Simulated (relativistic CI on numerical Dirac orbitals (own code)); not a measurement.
**Tc5+: M2,3 absorption edge**

Computed with this model: Dirac-Coulomb-Breit CI, KLI orbitals optimised for each configuration, QED by a radiative potential, valence Slater integrals scaled by 0.8, multiplet model of core-to-valence dipole absorption; configurations [Kr] 4d2 → [Ne] 3s2 3p5 3d10 4s2 4p6 4d3; 10 K; Lorentzian 1.2 eV and Gaussian 0.4 eV FWHM. Energies are those of the free ion, without screening or charge transfer. The branching ratio is the share of the lower-energy edge in the whole absorption, uncertain by about 0.02 where the edges overlap. S is read from ⟨S²⟩ = S(S + 1).

Field parameters in Wybourne normalisation: D3d B²₀ = −7Dσ, B⁴₀ = −14Dq − 21Dτ, B⁴₃ = −14√(10/7) Dq. The field is a parameter set, without covalency.

free ion: ground-state S = 0.99, centroid 441.91 eV, branching ratio 0.804. Peaks (eV, height): 438.2 (100), 456.8 (19), 458.8 (15).

D3d, 10Dq = 38750, Dσ = -1200, Dτ = -170 cm⁻¹: ground-state S = 1.00, centroid 443.83 eV, branching ratio 0.730. Peaks (eV, height): 436.5 (100), 439.8 (97), 441.0 (92), 455.0 (25), 457.0 (36), 459.5 (36), 461.0 (28).

D3d, 10Dq = 38750, Dσ = 170, Dτ = -170 cm⁻¹: ground-state S = 1.00, centroid 443.58 eV, branching ratio 0.740. Peaks (eV, height): 435.0 (58), 436.2 (100), 439.5 (89), 440.8 (93), 454.8 (21), 456.8 (28), 457.8 (25), 459.5 (31), 460.5 (29).

The statistical ratio of this edge is 2/3 = 0.667. Values above it arise where the holes sit mainly in the j = l + 1/2 valence subshell or the ground state has high spin; values below it where core-valence Coulomb terms move weight to the upper edge, as in nearly empty shells.

Strongest unbroadened transitions for free ion:

```tsv
Energy (eV)	Relative strength
436.24	9.3
436.68	39.9
436.81	27.7
436.94	18.6
437.27	46.7
437.62	20.0
438.06	33.2
438.13	51.8
438.17	66.8
438.18	100.0
438.48	40.5
440.44	14.9
456.52	30.5
456.83	25.6
458.17	9.6
458.61	10.5
458.91	9.0
458.93	14.9
```
